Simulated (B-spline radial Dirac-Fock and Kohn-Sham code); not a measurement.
# Isotope-shift constants of the inner levels of Cd

System: atomic cadmium, [Kr] 4d10 5s2.

The run's input, task.json:

```json
{"items": [{
  "Z": 48,
  "q": 0,
  "cfg": [[1, 0, 2], [2, 0, 2], [2, 1, 6], [3, 0, 2], [3, 1, 6], [3, 2, 10], [4, 0, 2], [4, 1, 6], [4, 2, 10], [5, 0, 2]],
  "A": 114,
  "rrms": 4.6087,
  "do": "isoshift",
  "isotopes": [[102, 101.914481797, 4.481], [103, 102.913416922, 4.4951], [104, 103.909856228, 4.5122], [105, 104.909463893, 4.5216], [106, 105.906459791, 4.5383], [107, 106.906612049, 4.5466], [108, 107.904183588, 4.5577], [109, 108.904986697, 4.5601], [110, 109.90300747, 4.5765], [111, 110.904183776, 4.5845], [112, 111.902763896, 4.5944], [113, 112.904408105, 4.6012], [114, 113.903364998, 4.6087], [115, 114.905437426, 4.6114], [116, 115.90476323, 4.6203], [117, 116.907226039, 4.6136], [118, 117.906921956, 4.6246], [120, 119.909868065, 4.63]]
}]}
```

Launch: `python xray2_run.py task.json out`

Level of theory: first-order field-shift and mass-shift constants from Dirac-Fock ground and hole states with a Fermi nucleus; the mass shift has no relativistic recoil terms; a B-spline atomic structure program. A binding energy shifts by δE = F·δ⟨r²⟩ + (K_N + K_S)·δ(1/M); F is taken for a change of radius at fixed skin thickness and so holds the higher radial moments.

```tsv
level	F (meV/fm²)	K_N (meV u)	K_S (meV u)
K (1s)	-64.16	-14700	6973
L1 (2s)	-7.318	-2217	-135.0
L2 (2p1/2)	0.3288	-2054	2832
L3 (2p3/2)	0.4558	-1948	2545
M1 (3s)	-1.389	-429.1	-182.1
M2 (3p1/2)	0.08738	-363.7	341.4
M3 (3p3/2)	0.1146	-344.4	268.4
M4 (3d3/2)	0.1009	-229.5	285.0
M5 (3d5/2)	0.09903	-225.7	276.9
```

Line shifts in meV from A = 114 (mass 113.9034 u, rms radius 4.6087 fm); radii from Angeli and Marinova (2013).

```
  A  mass (u)  radius (fm)     Kα1     Kα2     Kβ1    Lα1
104  103.9099       4.5122  +49.84  +49.58  +50.11  +0.15
106  105.9065       4.5383  +36.09  +35.89  +36.32  +0.13
108  107.9042       4.5577       ?       ?       ?      ?
109  108.9050       4.5601  +25.44  +25.31  +25.56  +0.06
110  109.9030       4.5765  +16.45  +16.35  +16.56  +0.07
111  110.9042       4.5845  +12.40  +12.33  +12.48  +0.05
116  115.9048       4.6203   -5.66   -5.61   -5.72  -0.04
117  116.9072       4.6136   -1.04   -1.00   -1.18  -0.11
118  117.9069       4.6246   -7.00   -6.93   -7.15  -0.11
120  119.9099         4.63   -9.05   -8.95   -9.28  -0.17
```

Problem. What are the shifts for A = 108?

Solution. Kα1 +26.14 meV (field +30.21, mass -4.06); Kα2 +26.00 meV (field +30.15, mass -4.15); Kβ1 +26.31 meV (field +30.05, mass -3.74); Lα1 +0.10 meV (field -0.17, mass +0.27).

Values without a named source are computed, but for edge energies of neutral atoms, which are taken from tables.
